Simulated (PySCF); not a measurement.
## Working out the ionisation energy of Ni+

Ni+ [Ar] 3d9 (2D) → Ni(2+) [Ar] 3d8 (3F). Computed with PySCF 2.14 in cc-pVTZ-DK (7s6p4d2f1g, 68 functions), with scalar relativity by spin-free X2C-1e. Frozen: [Ar]. Energies in hartree (1 hartree = 27.21139 eV):

| part | Ni+ (lower) | Ni(2+) (upper) |
| --- | --- | --- |
| UHF | -1518.797433 | -1518.246364 |
| MP2 opposite-spin | -0.237959 | -0.160015 |
| MP2 same-spin | -0.136811 | -0.096963 |

Q: What does Hartree-Fock give?

A: (-1518.246364) − (-1518.797433) = 0.551069 hartree = 14.995 eV.

Q: What do MP2 and SCS-MP2 (6/5 opposite-spin, 1/3 same-spin) give?

A: The opposite-spin parts differ by 2.121 eV and the same-spin parts by 1.084 eV. MP2: 14.995 + (2.121) + (1.084) = 18.200 eV. SCS-MP2: 14.995 + 1.2 × (2.121) + (1.084)/3 = 17.902 eV.

Reference: 18.169 eV (measured; NIST Atomic Spectra Database, ionization energies), between the lowest levels; spin-orbit coupling is absent from the calculation.

What remains against the reference includes basis incompleteness, the frozen core and correlation beyond second order.
